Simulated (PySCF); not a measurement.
## Magnetic susceptibility: `C[SeH]=O`, CH4OSe

Geometry:
```
atom   x (Å)   y (Å)   z (Å)
  C1  -0.508   0.327   0.007
 Se2   1.353   0.317   0.606
  O3   1.901  -1.180   0.238
  H4  -0.899   1.354  -0.022
  H5  -1.077  -0.281   0.723
  H6  -0.535  -0.143  -0.985
  H7   1.735   1.219  -0.558
```

Method: GIAO BHandHLYP/pcSseg-2 magnetisability, rotational g tensor and spin-rotation constants, non-relativistic, gas phase in PySCF. Geometry: PBE0-D3(BJ)/def2-SVP.

The calculation is non-relativistic, which matters for the atoms heavier than Zn.

Question: What are the magnetisability and the molar susceptibility?

Answer: Isotropic -735 × 10⁻³⁰ J/T², or -44.3 × 10⁻⁶ cm³/mol; principal values -813, -710, -683 × 10⁻³⁰ J/T², anisotropy 119 × 10⁻³⁰ J/T² (root of half the summed squared differences of the principal values). The susceptibility is in cgs units.

Question: Split it along the inertial axes a, b, c into diamagnetic and paramagnetic parts about the centre of mass, with the quadrupole moment.

Answer: 
```
axis  χ (10⁻⁶ cm³/mol)  diamagnetic (10⁻⁶ cm³/mol)  paramagnetic (10⁻⁶ cm³/mol)  summed x² of all electrons (Å²)  quadrupole Θ (D Å)
   a             -45.4                      -136.4                         91.0                             46.4               -1.22
   b             -45.6                      -238.6                        193.0                             22.3               -1.75
   c             -41.7                      -291.7                        250.0                              9.8               +2.97
```
Anisotropies 2χaa − χbb − χcc = -3.5 and 2χbb − χaa − χcc = -4.1 × 10⁻⁶ cm³/mol. Θ is traceless in Buckingham's convention.

Question: And the rotational g tensor?

Answer: 
| axis | rotational constant (GHz) | g | nuclear part | electronic part |
| --- | --- | --- | --- | --- |
| a | 15.7217 | -0.0733 | 0.5988 | -0.6721 |
| b | 7.0900 | -0.0314 | 0.6114 | -0.6428 |
| c | 5.2615 | -0.0398 | 0.5781 | -0.6179 |

Asymmetric top; isotopes 12C, 1H, 16O, 80Se; no vibrational averaging.
